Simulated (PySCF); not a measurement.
# Basis-set dependence of population analyses: `C[C@]1(C(F)F)CO1`

Species: C4H6F2O.
Structure used (PBE0-D3(BJ)/def2-SVP), in Å, numbered top down from 1:
```xyz
13
C4H6F2O angstrom
C     -1.1016   -0.9052    0.2890
C     -0.0754    0.0986   -0.1483
C      1.3468   -0.4002   -0.1891
F      1.7550   -0.7273    1.0581
F      1.4270   -1.5156   -0.9465
C     -0.2766    1.5404    0.0060
O     -0.3997    0.9172   -1.2533
H     -2.1024   -0.4538    0.2806
H     -0.8750   -1.2645    1.3032
H     -1.0955   -1.7672   -0.3932
H      2.0300    0.3586   -0.6086
H     -1.2103    1.8923    0.4620
H      0.5836    2.2120    0.1279
```

PBE0 throughout (PySCF), one geometry, spherical d and f functions. Isolated species at its PBE0-D3(BJ)/def2-SVP geometry (one conformer only). The first 7 of 11 kinds of atom are listed.

Mulliken charges (e):

```tsv
basis	functions	C1	C2	C3	F4	F5	C6	O7
STO-3G	41	-0.243	+0.056	+0.151	-0.113	-0.111	-0.093	-0.183
6-31G	75	-0.490	+0.099	+0.445	-0.305	-0.304	-0.128	-0.453
pcSseg-0	75	-0.583	-0.120	+0.591	-0.357	-0.355	-0.063	-0.594
6-31G*	110	-0.568	+0.192	+0.521	-0.320	-0.318	-0.166	-0.452
cc-pVDZ	128	+0.011	-0.266	+0.472	-0.204	-0.201	+0.145	-0.265
def2-SVP	128	+0.038	-0.272	+0.550	-0.228	-0.226	+0.171	-0.328
aug-cc-pVDZ	215	+0.317	-0.007	+1.458	-0.481	-0.481	+1.118	-0.698
6-311+G(2d,p)	225	-0.568	+0.352	+0.372	-0.270	-0.280	-0.185	-0.334
def2-TZVP	253	-0.401	+0.136	+0.291	-0.192	-0.191	-0.065	-0.307
cc-pVTZ	294	-0.296	+0.088	+0.365	-0.193	-0.189	-0.043	-0.273
IGLO-III	305	-0.463	+0.336	+0.292	-0.241	-0.235	-0.106	-0.274
```

IAO charges (e):

| basis | functions | C1 | C2 | C3 | F4 | F5 | C6 | O7 |
| --- | --- | --- | --- | --- | --- | --- | --- | --- |
| STO-3G | 41 | -0.409 | +0.052 | +0.179 | -0.140 | -0.137 | -0.154 | -0.204 |
| 6-31G | 75 | -0.452 | +0.159 | +0.385 | -0.285 | -0.279 | -0.117 | -0.377 |
| pcSseg-0 | 75 | -0.440 | +0.142 | +0.391 | -0.280 | -0.274 | -0.100 | -0.382 |
| 6-31G* | 110 | -0.435 | +0.177 | +0.440 | -0.298 | -0.292 | -0.087 | -0.394 |
| cc-pVDZ | 128 | -0.435 | +0.178 | +0.435 | -0.298 | -0.293 | -0.089 | -0.389 |
| def2-SVP | 128 | -0.425 | +0.178 | +0.438 | -0.299 | -0.294 | -0.079 | -0.394 |
| aug-cc-pVDZ | 215 | -0.445 | +0.184 | +0.441 | -0.308 | -0.302 | -0.089 | -0.408 |
| 6-311+G(2d,p) | 225 | -0.446 | +0.183 | +0.440 | -0.309 | -0.303 | -0.089 | -0.409 |
| def2-TZVP | 253 | -0.446 | +0.183 | +0.447 | -0.309 | -0.303 | -0.088 | -0.408 |
| cc-pVTZ | 294 | -0.447 | +0.183 | +0.446 | -0.307 | -0.302 | -0.090 | -0.405 |
| IGLO-III | 305 | -0.447 | +0.183 | +0.443 | -0.309 | -0.303 | -0.089 | -0.410 |

Problem. Which scheme is steadiest as the basis changes?

Solution. Largest range over the bases for any column: IAO 0.27 e, Mulliken 1.31 e. IAO charges move least and Mulliken charges most, counted in e. Without the minimal STO-3G basis the ranges are IAO 0.06, Mulliken 1.30 e.

Problem. How much do the charges still move between the two largest bases, cc-pVTZ and IGLO-III?

Solution. At most, over all atoms: Mulliken 0.248 e, IAO 0.005 e.

Problem. What do the same runs give for the total energy, the frontier levels and the dipole moment?

Solution. 
| basis | energy (Eh) | HOMO (eV) | LUMO (eV) | μ (D) |
| --- | --- | --- | --- | --- |
| STO-3G | -424.6766 | -4.56 | 6.08 | 1.17 |
| 6-31G | -430.3182 | -8.15 | 2.21 | 2.37 |
| pcSseg-0 | -429.4319 | -8.35 | 1.91 | 2.46 |
| 6-31G* | -430.4444 | -7.99 | 2.50 | 1.93 |
| cc-pVDZ | -430.4769 | -8.05 | 1.89 | 1.91 |
| def2-SVP | -430.1324 | -8.17 | 1.86 | 2.01 |
| aug-cc-pVDZ | -430.5135 | -8.34 | -0.06 | 2.07 |
| 6-311+G(2d,p) | -430.5907 | -8.38 | 0.31 | 2.12 |
| def2-TZVP | -430.6328 | -8.33 | 1.34 | 2.03 |
| cc-pVTZ | -430.6137 | -8.27 | 1.30 | 1.99 |
| IGLO-III | -430.6390 | -8.35 | 0.77 | 2.07 |

The dipole is fixed by the density alone, so its range of 1.29 D shows that the density itself changes with the basis, not only its division among atoms.
